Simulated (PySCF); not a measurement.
CH3Cl3Sn, singlet, at a GFN2-xTB geometry (such geometries of metal compounds can be far from the true shape) (core potentials on Sn); PySCF with DF-CAMB3LYP/def2-SVP.

Here is a job for PySCF.
```python
from pyscf import gto, scf, dft

mol = gto.M(
    atom='''
C    -2.41212915   -0.34622344    0.10505406
Sn   -0.21833744   -0.03133893    0.00950912
Cl    0.79533054   -1.34150917   -1.62327159
Cl    0.34073294    2.17314023   -0.47809076
Cl    0.83990515   -0.54801165    2.01530413
H    -2.58135026   -1.34002271    0.49965153
H    -2.82167332    0.41302867    0.75911044
H    -2.79879609   -0.25024899   -0.90155287
''',
    basis='def2-svp',
    ecp={'Sn': 'def2-svp'},
    verbose=4,
    symmetry=True,
)

mf = dft.RKS(mol)
mf.xc = 'camb3lyp'
mf = mf.density_fit(auxbasis='def2-universal-jkfit')
mf.kernel()
mf.analyze()
```

The log (banner, timings and long lists left out):

```
PySCF version 2.14.0

[INPUT] verbose = 4
[INPUT] num. atoms = 8
[INPUT] num. electrons = 82
[INPUT] charge = 0
[INPUT] spin (= nelec alpha-beta = 2S) = 0
[INPUT] symmetry True subgroup None
[INPUT] Mole.unit = angstrom
[INPUT] Symbol           X                Y                Z      unit          X                Y                Z       unit  Magmom
[...]
nuclear repulsion = 494.821087327682
point group symmetry = C3, use subgroup C1
symmetry origin: [ 2.40510592e-09 -3.43586565e-09 -4.81021197e-09]
symmetry axis x: [ 0.00206114 -0.30347764 -0.95283633]
symmetry axis y: [ 0.14832269 -0.9422062   0.3004128 ]
symmetry axis z: [-0.98893687 -0.14194644  0.04307059]
num. orbitals of irrep A = 109
number of shells = 49
number of NR pGTOs = 214
number of NR cGTOs = 109
basis = def2-svp
ecp = {'Sn': 'def2-svp'}

******** <class 'pyscf.df.df_jk.DFRKS'> ********
method = DFRKS
initial guess = minao
damping factor = 0
level_shift factor = 0
DIIS = <class 'pyscf.scf.diis.CDIIS'>
diis_start_cycle = 1
diis_space = 8
diis_damp = 0
SCF conv_tol = 1e-09
SCF conv_tol_grad = None
SCF max_cycles = 50
direct_scf = False
XC library pyscf.dft.libxc version 7.1.2
    S. Lehtola, C. Steigemann, M. J. T. Oliveira, and M. A. L. Marques,  SoftwareX 7, 1–5 (2018)
XC functionals = camb3lyp
    T. Yanai, D. P. Tew, and N. C. Handy,  Chem. Phys. Lett. 393, 51 (2004)
radial grids:
    Treutler-Ahlrichs [JCP 102, 346 (1995); DOI:10.1063/1.469408] (M4) radial grids

becke partition: Becke, JCP 88, 2547 (1988); DOI:10.1063/1.454033
pruning grids: <function nwchem_prune>
grids dens level: 3
symmetrized grids: True
atomic radii adjust function: <function treutler_atomic_radii_adjust>
small_rho_cutoff = 0
Set gradient conv threshold to 3.16228e-05
Initial guess from minao.
tot grids = 122144
******** <class 'pyscf.df.df.DF'> ********
auxbasis = def2-universal-jkfit
Create RSH-DF object <pyscf.df.df.DF object> for omega=0.33
******** <class 'pyscf.df.df.DF'> ********
auxbasis = auxmol.basis = def2-universal-jkfit
init E= -1611.64638814534
[...]
cycle= 1 E= -1633.12905759533  delta_E= -21.5  |g|= 2.46  |ddm|= 7.28
[...]
cycle= 2 E= -1633.34241175431  delta_E= -0.213  |g|= 2.34  |ddm|= 5.85
[...]
cycle= 3 E= -1634.46950275286  delta_E= -1.13  |g|= 0.106  |ddm|= 2.34
[...]
cycle= 4 E= -1634.47180771164  delta_E= -0.0023  |g|= 0.0528  |ddm|= 0.194
[...]
cycle= 5 E= -1634.47243308386  delta_E= -0.000625  |g|= 0.0143  |ddm|= 0.0636
[...]
cycle= 6 E= -1634.47249035575  delta_E= -5.73e-05  |g|= 0.00448  |ddm|= 0.0196
[...]
cycle= 7 E= -1634.47249614564  delta_E= -5.79e-06  |g|= 0.000818  |ddm|= 0.00604
[...]
cycle= 8 E= -1634.47249638588  delta_E= -2.4e-07  |g|= 0.000105  |ddm|= 0.00144
[...]
cycle= 9 E= -1634.47249639302  delta_E= -7.14e-09  |g|= 2.69e-05  |ddm|= 0.000298
[...]
cycle= 10 E= -1634.4724963937  delta_E= -6.81e-10  |g|= 6.27e-06  |ddm|= 0.000102
[...]
Extra cycle  E= -1634.47249639374  delta_E= -3.55e-11  |g|= 3.23e-06  |ddm|= 1.97e-05
converged SCF energy = -1634.47249639374
**** SCF Summaries ****
Total Energy =                       -1634.472496393735128
Nuclear Repulsion Energy =             494.821087327682221
One-electron Energy =                -3322.153617978175134
Two-electron Energy =                 1192.860034256758127
Two-electron Coulomb Energy =         1302.294899292485297
DFT Exchange-Correlation Energy =     -109.434865035727128
HOMO-LUMO gap [eV] =                     9.063749789114066
**** MO energy ****
[...]
Dipole moment(X, Y, Z, Debye): -3.39655, -0.48753,  0.14794
```
